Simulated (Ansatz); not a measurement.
`BC(C)=N` + `COCN` → `BNCOC` + `CC=N`  (ligand exchange at a B–C bond)

Calculated with Ansatz (gas phase, PBE0-D4/def2-TZVP geometries, no zero-point term in ΔE). CCSD(T)/CBS adds triple-zeta CCSD(T) − MP2 to the extrapolated MP2 energy (def2 sets, frozen cores). This one scheme is used for every species. DFT in def2-TZVPP. B3LYP here is the variant with VWN-RPA as its local correlation; programs differ in this. Each species was taken in one conformer, which may not be the lowest.

(1) Is it downhill or uphill in electronic energy at CCSD(T)/CBS, and by how much? (Best estimate.)

(2) What do these levels give: r2SCAN-D4, ωB97X-V, ωB97M-V, PBE, B3LYP, HF/def2-TZVPP, MP2/def2-TZVPP, SCS-MP2/def2-TZVPP, CCSD/def2-TZVPP, CCSD(T)/def2-TZVPP, HF/CBS(def2), MP2/CBS(def2)? (An estimate is asked.)

Largest T1 diagnostic among the species: 0.015.

Answers

(1) The calculation gave: Downhill: ΔE = -145.7 kJ/mol.

(2) The calculation gave: r2SCAN-D4 -142.7, ωB97X-V -146.4, ωB97M-V -148.5, PBE -141.0, B3LYP -148.8, HF/def2-TZVPP -152.4, MP2/def2-TZVPP -148.7, SCS-MP2/def2-TZVPP -149.6, CCSD/def2-TZVPP -149.2, CCSD(T)/def2-TZVPP -147.7, HF/CBS(def2) -152.5, MP2/CBS(def2) -146.7 kJ/mol.

In def2-TZVPP, CCSD(T) changes the Hartree–Fock value by +4.7 kJ/mol (the triples alone add +1.5 kJ/mol) and MP2 by +3.7 kJ/mol. From PBE to PBE0 (25 % exact exchange), in def2-TZVPP and without D4, ΔE moves by −4.8 kJ/mol.
